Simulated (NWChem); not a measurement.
System: Te cation, quartet

The following NWChem deck was run.

```
start job
memory heap 200 mb stack 900 mb global 1100 mb
charge 1
geometry units angstroms noautoz
  Te     0.000000     0.000000     0.000000
end
basis spherical
  * library def2-svp
end
ecp
  Te library def2-ecp
end
dft
  odft
  mult 4
  xc b3lyp
  iterations 150
  mulliken
end
task dft energy
```

No stability test was run on the SCF state. def2 effective core potentials on Te; no spin-orbit coupling.

Task: What results follow from this input? (B3LYP/def2-SVP with def2 effective core potentials on Te, spin-unrestricted.) Quantities: energy (Ha); highest occupied level (eV); lowest empty minus highest occupied level, either spin (eV); <S²>.

Result: 
```json
{
  "energy (Ha)": "-267.74",
  "highest occupied level (eV)": "-15.40",
  "lowest empty minus highest occupied level, either spin (eV)": "3.60",
  "<S²>": "3.75"
}
```
